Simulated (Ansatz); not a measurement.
An input meant for Pt4 (charge 0, singlet; atoms displaced at random, 0.15 Å in each coordinate).

```yaml
crystal:
  periodic: [false, false, false]
  atoms:
    - {symbol: Pt, position_ang: [0.616824, -0.196940, -1.774033]}
    - {symbol: Pt, position_ang: [1.678357, 0.591366, 0.717843]}
    - {symbol: Pt, position_ang: [-1.363130, 0.056596, -0.635657]}
    - {symbol: Pt, position_ang: [-0.356621, -0.663380, 1.663355]}
basis:
  gaussian: {orbitals: def2-TZVP, fitting: {mean_field: cc-pVTZ-jkfit}}
hamiltonian: {xc: {name: SPW92}}
scf: {lower_state_search: light}
output: {forces: true}
```

```sh
$ ansatz run in.yaml --threads 4 --pin off --events-out ev --progress --plain --max-ram 3916MiB
```

Shortened log:

```
Functional definition: SPW92
Error: [file] the basis set cc-pVTZ-JKFIT has no functions for Pt
```

In the def2 sets Pt takes a core potential; there is no spin–orbit coupling. The restricted singlet is unstable towards broken spin symmetry at other levels; at RKS LDA (SPW92)/def2-TZVP this wasn't settled.
